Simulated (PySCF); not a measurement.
# Correlation energy of Br⁺ (bromine, charge +1)

[Ar] 3d10 4s2 4p4, high-spin 3P determinant. All numbers are calculated (PySCF 2.14, scalar relativity by spin-free X2C-1e, in cc-pVDZ-DK). Frozen: [Ar] 3d10; 6 electrons correlated.

MP2 pair energies summed by pair of shells (mhartree):

| pair | energy | share (%) |
| --- | --- | --- |
| 4p-4p | -34.87 | 48.6 |
| 4s-4p | -31.25 | 43.6 |
| 4s-4s | -5.55 | 7.7 |

Total MP2 correlation energy: -71.67 mhartree.

Same-spin part -17.85 and opposite-spin part -53.82 mhartree; SCS-MP2 scales them by 1/3 and 6/5 to -70.54 mhartree.

```tsv
level	correlation energy (mhartree)
CCSD	-86.98
(T)	-0.78
CCSD(T)	-87.76
```

Diagnostics: T1 = 0.0059, D1 = 0.0190, largest double amplitude 0.052.

Cost of the coupled-cluster step: 0.16 s of wall time on 1 thread of Neoverse-N1 (shared host), for 6 correlated electrons.
